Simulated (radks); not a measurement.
Values are calculated unless marked as measured or tabulated.
All-electron atom: La II in [Xe] 6s2 (not the ground configuration). Code: a radial shooting solver on a logarithmic mesh with Libxc functionals. Model: scalar-relativistic Kohn-Sham, PBE, spin-polarised, spherical densities, finite nucleus; Fermi nuclear charge, rms radius 4.855 fm.

Local quantities along the radius. ELF = 1/(1 + alpha^2) is the electron localisation function; alpha = (tau - tau_W)/tau_unif compares the Pauli kinetic energy density with that of the uniform gas (summed over spins). tau is taken from the large components.

r (bohr)	ELF	alpha
0.001615	0.999	0.02465
0.00188	0.999	0.02535
0.002188	0.999	0.02634
0.002548	0.999	0.02767
0.002966	0.999	0.02942
0.003453	0.999	0.03172
0.00402	0.999	0.03474
0.004642	0.999	0.03846
0.005404	0.998	0.04366
0.006291	0.997	0.05067
0.007324	0.996	0.06028
0.008527	0.995	0.07378
0.009926	0.991	0.09322
0.01156	0.985	0.1220
0.01345	0.973	0.1658
0.01566	0.948	0.2342
0.01823	0.895	0.3430
0.02123	0.791	0.5145
0.02471	0.628	0.7698
0.02877	0.455	1.094
0.03349	0.345	1.377
0.03899	0.325	1.440
0.04539	0.395	1.238
0.05284	0.530	0.9417
0.06151	0.664	0.7112
0.07161	0.739	0.5946
0.08336	0.739	0.5937
0.09705	0.653	0.7286
0.1121	0.495	1.009
0.1305	0.352	1.355
0.1519	0.346	1.375
0.1768	0.484	1.032
0.2059	0.661	0.7163
0.2397	0.753	0.5729
0.279	0.734	0.6014
0.3248	0.548	0.9077
0.3781	0.260	1.685
0.4402	0.212	1.927
0.5124	0.461	1.082
0.5966	0.718	0.6270
0.6945	0.763	0.5575
0.8085	0.662	0.7147
0.9412	0.437	1.135
1.096	0.280	1.602
1.276	0.350	1.363
1.485	0.599	0.8176
1.729	0.741	0.5919
2.013	0.673	0.6977
2.343	0.401	1.223
2.706	0.187	2.084
3.15	0.175	2.174
3.667	0.421	1.172
4.269	0.823	0.4631
4.97	0.969	0.1796
5.786	0.995	0.07426
6.736	0.999	0.03237
7.841	1.000	0.01480
9.129	1.000	0.007104
10.63	1.000	0.003505

On this mesh the ELF has minima near r = 0.039, 0.15, 0.44, 1.1, 3.2 bohr, which separate the shells, and maxima near 0.083 (0.74), 0.24 (0.75), 0.69 (0.76), 1.7 (0.74).
